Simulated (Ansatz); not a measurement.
The same path of ClH3HfO3 + H3P (12 atoms, charge 0, multiplicity 1) was run twice with different band settings. Lost on the way: Hf1–Cl2, P9–H12. Made: Hf1–P9, Cl2–H12.

Level of theory: RKS B3LYP/def2-SVP (Ansatz).

Relaxed end points:

```xyz
12
Properties=species:S:1:pos:R:3
Hf -0.229 -0.515 0.157
Cl -0.278 -0.385 2.556
O 1.581 -0.828 -0.427
H 2.450 -0.958 -0.806
O -0.899 1.133 -0.588
H -1.222 1.910 -1.043
O -1.351 -1.977 -0.394
H -1.876 -2.691 -0.756
P 2.089 3.306 1.448
H 2.993 2.374 0.845
H 1.066 3.064 0.478
H 1.563 2.338 2.358
```

```xyz
12
Properties=species:S:1:pos:R:3
Hf 0.201 0.307 -0.471
Cl 1.501 -0.807 3.479
O 1.786 -0.762 -0.711
H 2.486 -1.413 -0.776
O -0.313 1.220 -2.091
H -0.610 1.557 -2.937
O -1.297 -0.561 0.373
H -1.942 -1.130 0.796
P 0.954 2.091 1.351
H 1.855 2.866 0.561
H -0.148 2.993 1.257
H 1.415 0.411 2.997
```

Common settings: movable images 5; climbing image yes; spring 5.0 eV/Å²; optimiser quadratic models (default); start path through a guess of the saddle point; iteration limit 60; end points relaxed.

| run | force threshold |
| --- | --- |
| 1 | 0.05 eV/Å |
| 2 | 0.2 eV/Å |

Q: What does each run give, and how far can it be trusted?

A: Run 1: converged after 34 iterations, highest image 1.736 eV above the first end. Neighbouring images differ by up to 1.3 eV, so the band resolves the path poorly. A vibrational analysis at the climbing image gives one clearly imaginary mode, 451i cm⁻¹: a first-order saddle point.
Run 2: converged after 13 iterations, highest image 1.901 eV above the first end. The threshold of 0.2 eV/Å is loose, so the images may lie well off the minimum-energy path. Neighbouring images differ by up to 1.2 eV, so the band resolves the path poorly. The order of the stationary point at the top wasn't checked.
The orbitals stay closed-shell, which can raise the energy where a bond breaks towards radicals; this wasn't checked here.
